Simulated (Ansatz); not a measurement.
C3H5ISi (`[SiH3]C=C=CI`). Total charge 0; spin multiplicity 1. I takes the def2 core potential. The structure was optimised at the PBE0-D4/def2-TZVP level.

```xyz
10

Si    0.071   -1.555   -0.862
C     0.659    0.191   -0.568
C     0.046    0.981    0.265
C    -0.589    1.727    1.112
I    -0.072    1.771    3.135
H    -0.271   -1.736   -2.297
H    -1.121   -1.809   -0.019
H     1.155   -2.514   -0.520
H     1.534    0.568   -1.096
H    -1.413    2.376    0.850
```

What is the dipole moment at ωB97M-V/def2-TZVPP? (An estimate is asked.)

Computed: 1.17 D, with components (0.05, 0.00, -1.17) D in this frame, pointing from negative to positive charge.

And with PBE, r2SCAN, B3LYP? (Estimate.)

Computed: PBE 1.16 D, r2SCAN 1.27 D, B3LYP 1.19 D.

Give the Mulliken charges with ωB97M-V, PBE, B3LYP in def2-TZVPP. (An estimate is asked.)

The calculation gave: 
```json
{"atom": "Si1", "ωB97M-V": "0.22", "PBE": "0.25", "B3LYP": "0.32"}
{"atom": "C2", "ωB97M-V": "-0.25", "PBE": "-0.19", "B3LYP": "-0.24"}
{"atom": "C3", "ωB97M-V": "0.05", "PBE": "0.05", "B3LYP": "0.07"}
{"atom": "C4", "ωB97M-V": "-0.25", "PBE": "-0.20", "B3LYP": "-0.24"}
{"atom": "I5", "ωB97M-V": "0.05", "PBE": "0.01", "B3LYP": "0.03"}
{"atom": "H6", "ωB97M-V": "-0.02", "PBE": "-0.05", "B3LYP": "-0.06"}
{"atom": "H7", "ωB97M-V": "-0.01", "PBE": "-0.04", "B3LYP": "-0.05"}
{"atom": "H8", "ωB97M-V": "-0.02", "PBE": "-0.05", "B3LYP": "-0.06"}
{"atom": "H9", "ωB97M-V": "0.12", "PBE": "0.10", "B3LYP": "0.11"}
{"atom": "H10", "ωB97M-V": "0.13", "PBE": "0.11", "B3LYP": "0.13"}
```

B3LYP here is the variant with VWN-RPA as its local correlation; programs differ in this.
